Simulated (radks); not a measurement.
Values are calculated unless marked as measured or tabulated.
Species: the oxygen ion O3+. Configuration: [He] 2s2 2p1 (the NIST ground configuration). Level of theory: Dirac Kohn-Sham, PBE, spin-unpolarised, spherical densities, finite nucleus; open shells fill j = l - 1/2 first; Fermi nuclear charge, rms radius 2.6991 fm (a radial shooting solver on a logarithmic mesh with Libxc functionals).

Unscreened Slater integrals over Kohn-Sham orbitals (eV). Large and small components are both included. Empty in this configuration: 2p3/2.

integral          value
F0(2p1/2,2p1/2)  27.052
F0(2p1/2,2s1/2)  25.934
G1(2p1/2,2s1/2)  15.661
F0(2p1/2,1s1/2)  37.565
G1(2p1/2,1s1/2)  5.0011
F0(2p1/2,2p3/2)  27.038
G2(2p1/2,2p3/2)  12.664
F0(2s1/2,2s1/2)  25.200
F0(2s1/2,1s1/2)  35.394
G0(2s1/2,1s1/2)  2.9546
F0(2s1/2,2p3/2)  25.923
G1(2s1/2,2p3/2)  15.661
F0(1s1/2,1s1/2)  128.82
F0(1s1/2,2p3/2)  37.518
G1(1s1/2,2p3/2)  4.9915
F0(2p3/2,2p3/2)  27.024
F2(2p3/2,2p3/2)  12.664
